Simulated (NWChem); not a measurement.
System: HgI, doublet; SMILES [I][Hg]

```xyz
2

Hg     0.0000     0.0000    -1.1112
I      0.0000     0.0000     1.7147
```
Atoms are numbered in this order, from 1.

Level: PBE0/def2-SVP with def2 effective core potentials on I, Hg, spin-unrestricted (NWChem), optimised geometry, unscaled harmonic frequencies. The spin multiplicity was typed, not searched, and may not be the lowest. def2 effective core potentials on I, Hg; no spin-orbit coupling.

```tsv
frequency (cm⁻¹)	IR intensity (km/mol)
113	1.0
```

```json
{
 "zero_point_energy": "0.2 kcal/mol",
 "thermal correction to the enthalpy at 298.15 K (with zero-point energy)": "2.7 kcal/mol",
 "heat capacity Cv": "6.9 cal/(mol K)"
}
```

Rigid rotor and harmonic oscillator.
